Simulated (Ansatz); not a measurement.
Reaction (ligand exchange at the Si–S bond): `BS[SiH2]OC` + `N[SiH2]F` → `CO[SiH2]N[SiH2]F` + `BS`

Program: Ansatz. Geometries: PBE0-D4/def2-TZVP. ΔE: electronic, gas phase. CCSD(T)/CBS is the MP2 limit (def2-TZVPP, def2-QZVPP) plus CCSD(T) − MP2 in def2-TZVPP, frozen cores. This one scheme is used for every species. One conformer a species, not always the lowest.

```tsv
level	ΔE (kJ/mol)
MP2/def2-QZVPP	-7.3
SCS-MP2/def2-QZVPP	-11.2
```

Question: What does CCSD(T)/CBS give? (An estimate is asked.)

Answer: The calculation gave: -9.9 kJ/mol. The listed levels differ from it by 2.6, -1.3 kJ/mol.

Largest T1 diagnostic among the species: 0.015.

In def2-TZVPP, CCSD(T) changes the Hartree–Fock value by +6.0 kJ/mol (the triples alone add +2.0 kJ/mol) and MP2 by +10.5 kJ/mol.

CCSD(T)/CBS has its own doubt, a few kJ/mol and more with outer-core shells, so smaller differences from it don't rank the levels.
